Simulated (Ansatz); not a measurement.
Basis-set extrapolation for CH$_{8}$O$_{2}$Si$_{2}$ (`CO[SiH](O)[SiH3]`) (PBE0-D4/def2-TZVP geometry, frozen core, the Gaussian-basis code of Ansatz). Multiplicity 1, RHF reference.

```json
{"": "HF", "def2-TZVPP": "-770.306029", "def2-QZVPP": "-770.333933"}
{"": "MP2 correlation", "def2-TZVPP": "-0.900121", "def2-QZVPP": "-0.969376"}
{"": "CCSD(T) correlation", "def2-TZVPP": "-0.986131", "def2-QZVPP": "not run"}
```

Energies in hartree. Use E(X) = E(∞) + A·exp(−7.88·√X) for Hartree–Fock and E(X) = E(∞) + B·X^(−2.97) for correlation, with X = 3 and 4, and add CCSD(T) minus MP2 of the smaller set to the MP2 limit.

Q: What is the CCSD(T) energy at the basis-set limit?

A: HF limit: -770.333933 + (-0.027904) × 0.13774 = -770.33778. MP2 limit: -0.969376 + (-0.069255) × 0.74074 = -1.02068. Higher-order term: -0.986131 − (-0.900121) = -0.08601. Total: -771.44447 hartree, 95.6 kcal/mol below CCSD(T)/def2-TZVPP.
